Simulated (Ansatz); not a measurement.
A structure relaxed at PBE0-D4/def2-TZVP, charge 0, multiplicity 1:

```xyz
14

C    -0.966   -1.443   -1.335
C     0.024   -0.618   -1.668
Si    0.661    0.718   -0.552
O     2.317    0.693   -0.644
Si   -0.005    0.360    1.675
O    -1.663    0.280    1.709
H    -1.454   -1.394   -0.365
H    -1.342   -2.198   -2.020
H     0.469   -0.715   -2.658
H     0.177    2.056   -1.015
H     2.776    1.512   -0.455
H     0.490    1.467    2.550
H     0.595   -0.896    2.215
H    -2.081    0.177    2.565
```

Task: Give its formula and SMILES.

Result: C2H8O2Si2, `C=C[SiH](O)[SiH2]O`.

Task: Point group (tolerance 0.08 Å, 0.16 Å for H)?

Result: C1.

Task: Summarise the bond lengths by kind.

Result: 1 × C–C 1.331 Å; 3 × C–H 1.087 to 1.090 Å; 1 × C–Si 1.854 Å; 2 × O–Si 1.659 to 1.660 Å; 1 × Si–Si 2.352 Å; 3 × H–Si 1.494 to 1.496 Å; 2 × H–O 0.958 Å.

Computed with Ansatz.
